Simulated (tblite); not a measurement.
Compound: C6H14AlB.
Structure used (GFN2-xTB), in Å, numbered top down from 1:
```
atom  x, y, z in Å
C1     2.718    0.320    0.769
B2     1.518    0.060   -0.238
C3     1.720   -0.811   -1.549
C4     0.134    0.601    0.167
C5    -1.050    0.628   -0.815
C6    -2.403    0.631   -0.078
C7    -2.553   -0.624    0.815
Al8   -0.690   -0.637    1.537
H9     3.649   -0.171    0.494
H10    2.932    1.381    0.886
H11    2.432   -0.045    1.761
H12    0.960   -1.587   -1.634
H13    1.623   -0.191   -2.440
H14    2.691   -1.297   -1.602
H15    0.201    1.573    0.683
H16   -0.993    1.507   -1.463
H17   -1.010   -0.255   -1.457
H18   -3.214    0.696   -0.808
H19   -2.452    1.528    0.549
H20   -2.803   -1.483    0.177
H21   -3.406   -0.500    1.491
H22   -0.014   -1.304    2.753
```

All values are computed: GFN2-xTB (tblite) harmonic vibrations without scaling, gas phase. This tight-binding method is rough: wavenumbers can miss measured ones by several per cent, in bad cases by 10 to 20. Modes of hydrogen on aluminium can be 10 to 20 % off. One conformer, not necessarily the lowest. The optimisation stopped once no atom felt more than 0.01 eV/Å.

Lowest wavenumbers of the output (negative numbers stand for imaginary wavenumbers):
```
mode    cm-1
  1     -52.3
  2      55.7
  3      59.2
  4      78.8
  5      97.5
  6     171.5
  7     239.1
  8     251.7
  9     325.4
 10     348.8
```

Q: Is this structure a minimum?

A: Not by this Hessian. 1 mode is imaginary beyond 20i (52i cm⁻¹), so at this level the point lies at or near a first-order saddle. The curvature is small, so loose convergence or finite differences may be the whole cause.

Q: Which atoms move in the imaginary mode?

A: 52i: H10 (methyl hydrogen) 30 %, H11 (methyl hydrogen) 28 %, H9 (methyl hydrogen) 20 %. These are shares of the mass-weighted motion.

Q: What is the remedy?

A: Step along that mode in both directions, optimise again with tighter thresholds and repeat the frequencies. The zero-point energy of this point (113.0 kcal/mol) counts the 59 real modes alone, and thermal corrections from it aren't those of a minimum.

On one thread of an Arm Neoverse V2, on a shared host, this took 0.81 s wall. The figure is for the frequency step alone.
